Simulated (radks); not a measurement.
The numbers below are computed, except where a source is named.
Q: The mean radii <r> (bohr) of the occupied orbitals of an atom or ion are listed with their occupations. Code: a radial shooting solver on a logarithmic mesh with Libxc functionals. Model: scalar-relativistic Kohn-Sham, SCAN, spin-polarised, spherical densities, finite nucleus; meta-GGA in the generalised Kohn-Sham scheme; Fermi nuclear charge, rms radius of each element as measured or else 0.836 A^(1/3) + 0.57 fm.

orbital  occ.      <r>
1s          2  0.02507
2s          2   0.1063
2p          6  0.09314
3s          2   0.2620
3p          6   0.2555

Name the element and its charge. Open shells, if any, are filled with parallel spins first.

A: Z = 57, lanthanum, charge +39: La39+ in [Ar]. The 1s radius gives Z: for a bare nucleus <r> = (2 gamma + 1)/(2Z) with gamma = sqrt(1 - (Z/c)^2), 0.02473 bohr for Z = 57, and screening makes it slightly larger (0.02507 here). The occupations add up to 18, and the charge is Z minus that.
